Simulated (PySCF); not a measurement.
# Excitation energy of I by level of theory

I [Kr] 4d10 5s2 5p5 (2P) → I [Kr] 4d10 5s1 5p5 5d1 (high-spin determinant), as a difference of total energies. Computed with PySCF 2.14 in aug-cc-pVQZ-PP with ECP28MDF, with scalar relativity through the core potential. Correlated levels: valence: 4s2 4p6 4d10 frozen. The calculations carry no spin-orbit coupling.

```json
{"method": "UHF", "excitation energy (eV)": "19.846"}
{"method": "LDA", "excitation energy (eV)": "19.487"}
{"method": "PBE", "excitation energy (eV)": "19.099"}
{"method": "PBE0", "excitation energy (eV)": "19.482"}
{"method": "r2SCAN", "excitation energy (eV)": "19.447"}
{"method": "B3LYP", "excitation energy (eV)": "19.549"}
{"method": "BP86", "excitation energy (eV)": "19.162"}
{"method": "r2SCANh", "excitation energy (eV)": "19.550"}
{"method": "r2SCAN0", "excitation energy (eV)": "19.704"}
{"method": "MP2 (valence)", "excitation energy (eV)": "18.973"}
{"method": "SCS-MP2 (valence)", "excitation energy (eV)": "18.878"}
```

Task: How much does correlation contribute at MP2 (valence)?

Result: 18.973 − (19.846) = -0.873 eV, measured against UHF.

The upper state lies above the first ionisation limit, where it may autoionise and the basis confines it.

The promoted electron is Rydberg-like, and one or two diffuse shells describe it only roughly, which tends to raise the upper state.

The determinant of the upper state mixes LS terms, which raises its energy above the lowest term, most at the Hartree-Fock and MP2 levels.
